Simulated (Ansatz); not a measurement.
Input and output for `c1ccc(-c2ccc(-c3ccc(-c4ccc(-c5ccc(-c6ccc(-c7ccc(-c8cccnc8)nc7)nc6)nc5)nc4)nc3)nc2)nc1`.

```yaml
crystal:
  periodic: [false, false, false]
  atoms:
    - {symbol: C, position_ang: [16.174218, -0.304760, 0.050565]}
    - {symbol: C, position_ang: [15.620306, 0.603764, -0.862062]}
    - {symbol: C, position_ang: [14.228179, 0.714463, -0.949576]}
    - {symbol: C, position_ang: [13.417656, -0.091301, -0.116116]}
    - {symbol: C, position_ang: [11.935301, -0.032450, -0.153670]}
    - {symbol: C, position_ang: [11.205018, 0.882573, -0.939296]}
    - {symbol: C, position_ang: [9.809829, 0.860408, -0.917857]}
    - {symbol: C, position_ang: [9.143718, -0.083986, -0.103171]}
    - {symbol: C, position_ang: [7.667692, -0.177732, -0.027084]}
    - {symbol: C, position_ang: [7.060687, -1.140976, 0.807682]}
    - {symbol: C, position_ang: [5.671787, -1.225625, 0.873449]}
    - {symbol: C, position_ang: [4.883388, -0.340665, 0.100094]}
    - {symbol: C, position_ang: [3.403606, -0.367580, 0.115100]}
    - {symbol: C, position_ang: [2.642161, -1.201869, 0.960793]}
    - {symbol: C, position_ang: [1.248585, -1.158799, 0.908629]}
    - {symbol: C, position_ang: [0.614963, -0.274165, 0.004805]}
    - {symbol: C, position_ang: [-0.856909, -0.160618, -0.105179]}
    - {symbol: C, position_ang: [-1.432784, 0.640749, -1.114995]}
    - {symbol: C, position_ang: [-2.818442, 0.746997, -1.209322]}
    - {symbol: C, position_ang: [-3.633763, 0.050876, -0.285343]}
    - {symbol: C, position_ang: [-5.111663, 0.122297, -0.315043]}
    - {symbol: C, position_ang: [-5.846687, 0.738949, -1.349482]}
    - {symbol: C, position_ang: [-7.240014, 0.774550, -1.286532]}
    - {symbol: C, position_ang: [-7.900091, 0.186951, -0.181939]}
    - {symbol: C, position_ang: [-9.373296, 0.192754, -0.033527]}
    - {symbol: C, position_ang: [-9.968767, -0.306504, 1.145028]}
    - {symbol: C, position_ang: [-11.354529, -0.283201, 1.285370]}
    - {symbol: C, position_ang: [-12.151490, 0.245544, 0.242626]}
    - {symbol: C, position_ang: [-13.630799, 0.323710, 0.327842]}
    - {symbol: C, position_ang: [-14.358934, -0.015904, 1.487434]}
    - {symbol: C, position_ang: [-15.753672, 0.091059, 1.477811]}
    - {symbol: C, position_ang: [-16.384891, 0.537262, 0.305252]}
    - {symbol: N, position_ang: [-15.715843, 0.868015, -0.811510]}
    - {symbol: C, position_ang: [-14.381416, 0.761984, -0.791732]}
    - {symbol: N, position_ang: [-11.585936, 0.706529, -0.895970]}
    - {symbol: C, position_ang: [-10.260124, 0.677381, -1.023893]}
    - {symbol: N, position_ang: [-7.199837, -0.409693, 0.811747]}
    - {symbol: C, position_ang: [-5.870363, -0.440348, 0.742658]}
    - {symbol: N, position_ang: [-3.085864, -0.708299, 0.691447]}
    - {symbol: C, position_ang: [-1.759961, -0.805979, 0.772684]}
    - {symbol: N, position_ang: [1.340333, 0.521400, -0.816730]}
    - {symbol: C, position_ang: [2.669857, 0.474973, -0.758638]}
    - {symbol: N, position_ang: [5.461295, 0.581430, -0.704001]}
    - {symbol: C, position_ang: [6.789858, 0.654948, -0.761133]}
    - {symbol: N, position_ang: [9.839820, -0.960305, 0.658189]}
    - {symbol: C, position_ang: [11.171237, -0.931517, 0.631552]}
    - {symbol: N, position_ang: [13.960351, -0.967985, 0.759116]}
    - {symbol: C, position_ang: [15.290679, -1.066445, 0.834565]}
    - {symbol: H, position_ang: [17.262650, -0.424861, 0.154439]}
    - {symbol: H, position_ang: [16.266835, 1.222679, -1.503028]}
    - {symbol: H, position_ang: [13.779620, 1.417083, -1.665774]}
    - {symbol: H, position_ang: [11.717731, 1.622876, -1.570995]}
    - {symbol: H, position_ang: [9.246278, 1.577524, -1.530707]}
    - {symbol: H, position_ang: [7.715044, -1.807583, 1.387856]}
    - {symbol: H, position_ang: [5.204860, -1.982302, 1.519483]}
    - {symbol: H, position_ang: [3.130096, -1.887713, 1.669244]}
    - {symbol: H, position_ang: [0.659876, -1.815793, 1.564715]}
    - {symbol: H, position_ang: [-0.757454, 1.168088, -1.804078]}
    - {symbol: H, position_ang: [-3.263860, 1.379976, -1.989747]}
    - {symbol: H, position_ang: [-5.336722, 1.191113, -2.213297]}
    - {symbol: H, position_ang: [-7.807868, 1.261820, -2.091667]}
    - {symbol: H, position_ang: [-9.308397, -0.706368, 1.928138]}
    - {symbol: H, position_ang: [-11.813110, -0.677784, 2.202920]}
    - {symbol: H, position_ang: [-13.845512, -0.354080, 2.399771]}
    - {symbol: H, position_ang: [-16.346069, -0.164264, 2.369371]}
    - {symbol: H, position_ang: [-17.485210, 0.634407, 0.267945]}
    - {symbol: H, position_ang: [-13.833470, 1.035359, -1.708770]}
    - {symbol: H, position_ang: [-9.870929, 1.060265, -1.984031]}
    - {symbol: H, position_ang: [-5.326416, -0.933465, 1.565792]}
    - {symbol: H, position_ang: [-1.382871, -1.432597, 1.600386]}
    - {symbol: H, position_ang: [3.234811, 1.136433, -1.436846]}
    - {symbol: H, position_ang: [7.189487, 1.429567, -1.439270]}
    - {symbol: H, position_ang: [11.711094, -1.656995, 1.262610]}
    - {symbol: H, position_ang: [15.685015, -1.796260, 1.564932]}
basis:
  gaussian: {orbitals: "6-31G*", fitting: {mean_field: def2-universal-jkfit}}
hamiltonian: {xc: {name: B97M-V}}
scf: {omitted_lower_state_checks: [starts]}
output: {forces: true}
```

```sh
$ ansatz run in.yaml --threads 4 --pin off --events-out ev --progress --plain --max-ram 66560MiB --backend cuda --devices 0, --max-vram 37GiB
```

It prints (some lines left out):

```
Functional definition: B97M-V
4084 factors; integrals over basis functions are off by at most 5.5e-2 eV
mean field evaluation 1: about -53791.8794 eV, gradient 1.2e2 eV
mean field evaluation 2: about -53778.8179 eV, gradient 1.4e2 eV
mean field evaluation 4: about -53824.7947 eV, gradient 1.2e1 eV
mean field evaluation 8: about -53825.1593 eV, gradient 7.9e-1 eV
mean field evaluation 16: about -53825.1543 eV, gradient 1.7e-3 eV
mean field -53825.15433274 eV, -1978.0379377283 hartree, gradient 5.9e-5 eV, S^2 0.000000; 0 other end points of the search recorded, 0 dependent functions left out
reference -53825.15447434 eV, -1978.0379429320 hartree; 161, 161 occupied and 611, 611 virtual orbitals, 4084 factors
Total energy: -53825.15447434 eV, -1978.0379429320 hartree
Atom 0 force    -0.091807    -0.022928     0.021722 eV/Å
Atom 1 force    -0.078199    -0.057904     0.074710 eV/Å
Atom 2 force     0.032522    -0.071224     0.055356 eV/Å
Atom 3 force     0.300720     0.152316    -0.161469 eV/Å
Atom 4 force    -0.141586    -0.064287     0.069480 eV/Å
Atom 5 force    -0.068876    -0.051506     0.038308 eV/Å
Atom 6 force     0.045247    -0.063214     0.057763 eV/Å
Atom 7 force     0.254559     0.194280    -0.159473 eV/Å
Atom 8 force    -0.131885    -0.040430     0.030455 eV/Å
Atom 9 force    -0.008099     0.020209    -0.015688 eV/Å
Atom 10 force     0.056464     0.044969    -0.048708 eV/Å
Atom 11 force     0.287499    -0.173273     0.157900 eV/Å
Atom 12 force    -0.145146     0.064543    -0.068431 eV/Å
Atom 13 force    -0.063401     0.056267    -0.040664 eV/Å
Atom 14 force     0.040124     0.050782    -0.067338 eV/Å
Atom 15 force     0.249206    -0.178009     0.186684 eV/Å
Atom 16 force    -0.123698     0.052061    -0.032918 eV/Å
Atom 17 force    -0.011649    -0.028881     0.015611 eV/Å
Atom 18 force     0.049343    -0.027530     0.068191 eV/Å
Atom 19 force     0.284265     0.134306    -0.185227 eV/Å
Atom 20 force    -0.144736    -0.048435     0.083682 eV/Å
Atom 21 force    -0.057983    -0.028501     0.057659 eV/Å
Atom 22 force     0.040329    -0.039558     0.078132 eV/Å
Atom 23 force     0.255700     0.108806    -0.231351 eV/Å
Atom 24 force    -0.136151    -0.021320     0.048259 eV/Å
Atom 25 force    -0.004788     0.010912    -0.027954 eV/Å
Atom 26 force     0.047946     0.022761    -0.060952 eV/Å
Atom 27 force     0.299454    -0.107701     0.202385 eV/Å
Atom 28 force    -0.160476     0.042448    -0.079826 eV/Å
Atom 29 force    -0.061586     0.036172    -0.061329 eV/Å
Atom 30 force     0.036845     0.034548    -0.111868 eV/Å
Atom 31 force     0.138538    -0.081700     0.221092 eV/Å
Atom 32 force     0.152141    -0.085367     0.214223 eV/Å
Atom 33 force     0.146775    -0.070102     0.170844 eV/Å
Atom 34 force     0.163995    -0.058564     0.143431 eV/Å
Atom 35 force     0.122303    -0.101476     0.192022 eV/Å
Atom 36 force     0.163792     0.082639    -0.173457 eV/Å
Atom 37 force     0.138930     0.102483    -0.176270 eV/Å
Atom 38 force     0.170680     0.078390    -0.130860 eV/Å
Atom 39 force     0.124361     0.139168    -0.160049 eV/Å
Atom 40 force     0.158700    -0.128944     0.158996 eV/Å
Atom 41 force     0.138880    -0.146789     0.134355 eV/Å
Atom 42 force     0.163449    -0.112869     0.106037 eV/Å
Atom 43 force     0.117360    -0.170333     0.137242 eV/Å
Atom 44 force     0.165023     0.133519    -0.124186 eV/Å
Atom 45 force     0.136450     0.147130    -0.131475 eV/Å
Atom 46 force     0.168470     0.126337    -0.122650 eV/Å
Atom 47 force     0.134616     0.176904    -0.179142 eV/Å
Atom 48 force    -0.597541     0.068325    -0.061539 eV/Å
Atom 49 force    -0.354422    -0.339831     0.349416 eV/Å
Atom 50 force     0.256450    -0.373593     0.374656 eV/Å
Atom 51 force    -0.283661    -0.386847     0.338607 eV/Å
Atom 52 force     0.326511    -0.379588     0.323718 eV/Å
Atom 53 force    -0.438884     0.361419    -0.312653 eV/Å
Atom 54 force     0.257422     0.394299    -0.341677 eV/Å
Atom 55 force    -0.269688     0.373169    -0.379409 eV/Å
Atom 56 force     0.341799     0.353626    -0.361464 eV/Å
Atom 57 force    -0.447694    -0.281469     0.368683 eV/Å
Atom 58 force     0.250416    -0.326539     0.411833 eV/Å
Atom 59 force    -0.285464    -0.250816     0.460204 eV/Å
Atom 60 force     0.328561    -0.257571     0.436517 eV/Å
Atom 61 force    -0.441581     0.224555    -0.417228 eV/Å
Atom 62 force     0.258175     0.200160    -0.485226 eV/Å
Atom 63 force    -0.286703     0.184521    -0.482006 eV/Å
Atom 64 force     0.325512     0.138068    -0.485467 eV/Å
Atom 65 force     0.676737    -0.042168    -0.034605 eV/Å
Atom 66 force    -0.449315    -0.154395     0.535073 eV/Å
Atom 67 force    -0.292539    -0.212930     0.543768 eV/Å
Atom 68 force    -0.446640     0.293063    -0.471378 eV/Å
Atom 69 force    -0.286513     0.360305    -0.465510 eV/Å
Atom 70 force    -0.460916    -0.385766     0.391881 eV/Å
Atom 71 force    -0.300183    -0.435554     0.384179 eV/Å
Atom 72 force    -0.443972     0.416442    -0.366155 eV/Å
Atom 73 force    -0.290488     0.428010    -0.427470 eV/Å
Dipole moment:     1.941316     0.046635     0.113938 e Å
Checks for a lower state left out: starts
```

It took 13 s on 4 threads of AMD EPYC 7R13 on a shared host and a share (37 GiB) of an NVIDIA H100 80GB HBM3, peak host memory 1.6 GiB.

The 6-31G sets use Cartesian d functions.
